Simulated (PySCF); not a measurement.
**Spinor energies of Pb⁴⁹⁺ (lead, charge +49)**

Start: [Ar] 3d10 4s2 4p3; 4p1/2 filled at m_j = -1/2, +1/2; 4p3/2 filled at m_j = +3/2. Calculated with PySCF 2.14 in an uncontracted even-tempered set (16 s from 7.1 bohr⁻², ratio 2.8; 13 p from 9.3 bohr⁻², ratio 2.8; 8 d from 16 bohr⁻², ratio 2.8; 4 f from 40 bohr⁻², ratio 3): generalised Hartree-Fock with the X2C-1e Hamiltonian and a Gaussian nucleus; one run each with spin-orbit coupling (SO) switched off, then screened by Boettger's factors.

```json
{"spinor shell": "1s1/2", "electrons": "2", "ε, spin-free (eV)": "-91127.8", "ε, screened SO (eV)": "-91083.0", "weight of nominal j (screened SO)": "1.000", "rms radius, screened SO (bohr)": "0.0181"}
{"spinor shell": "2s1/2", "electrons": "2", "ε, spin-free (eV)": "-18578.2", "ε, screened SO (eV)": "-18561.5", "weight of nominal j (screened SO)": "1.000", "rms radius, screened SO (bohr)": "0.0729"}
{"spinor shell": "2p1/2", "electrons": "2", "ε, spin-free (eV)": "-16326.2", "ε, screened SO (eV)": "-17913.0", "weight of nominal j (screened SO)": "1.000", "rms radius, screened SO (bohr)": "0.0616"}
{"spinor shell": "3s1/2", "electrons": "2", "ε, spin-free (eV)": "-6374.8", "ε, screened SO (eV)": "-6367.1", "weight of nominal j (screened SO)": "1.000", "rms radius, screened SO (bohr)": "0.184"}
{"spinor shell": "3p1/2", "electrons": "2", "ε, spin-free (eV)": "-5713.0", "ε, screened SO (eV)": "-6084.4", "weight of nominal j (screened SO)": "1.000", "rms radius, screened SO (bohr)": "0.175"}
{"spinor shell": "3p3/2", "electrons": "4", "ε, spin-free (eV)": "-5713.0", "ε, screened SO (eV)": "-5561.5", "weight of nominal j (screened SO)": "1.000", "rms radius, screened SO (bohr)": "0.191"}
{"spinor shell": "3d3/2", "electrons": "4", "ε, spin-free (eV)": "-5052.4", "ε, screened SO (eV)": "-5114.0", "weight of nominal j (screened SO)": "1.000", "rms radius, screened SO (bohr)": "0.166"}
{"spinor shell": "3d5/2", "electrons": "6", "ε, spin-free (eV)": "-5052.4", "ε, screened SO (eV)": "-5002.4", "weight of nominal j (screened SO)": "1.000", "rms radius, screened SO (bohr)": "0.170"}
{"spinor shell": "4s1/2", "electrons": "2", "ε, spin-free (eV)": "-3005.4", "ε, screened SO (eV)": "-3002.7", "weight of nominal j (screened SO)": "1.000", "rms radius, screened SO (bohr)": "0.385"}
{"spinor shell": "4p1/2", "electrons": "2", "ε, spin-free (eV)": "-2784.7", "ε, screened SO (eV)": "-2892.4", "weight of nominal j (screened SO)": "1.000", "rms radius, screened SO (bohr)": "0.374"}
{"spinor shell": "4p3/2", "electrons": "1", "ε, spin-free (eV)": "-2784.7", "ε, screened SO (eV)": "-2729.0", "weight of nominal j (screened SO)": "1.000", "rms radius, screened SO (bohr)": "0.393"}
```

Task: Where does 2p3/2 lie, and what is the 2p spin-orbit splitting (screened SO)?

Result: At -15709.3 eV, 2203.7 eV above 2p1/2.

| quantity | spin-free | screened SO |
| --- | --- | --- |
| E (hartree) | -19116.49916 | -19159.35671 |
| M_J | 3/2 | 3/2 |
| ⟨J²⟩ | 3.750 | 3.751 |
| ⟨L²⟩ | 0.000 | 2.631 |
| ⟨S²⟩ | 3.750 | 1.555 |

Each row is a mean over spinors that exchange with the open shell spreads, by up to 15.707 eV (4s1/2).

Breit and QED terms are absent; they matter most for the inner s and p1/2 levels.

Densities and radii are taken from the X2C orbitals without a picture-change correction, which distorts them close to the nucleus.

Without spin-orbit coupling the j labels of p, d and f shells carry no meaning; the spin-free column gives the mean over the occupied spinors of each nl shell.
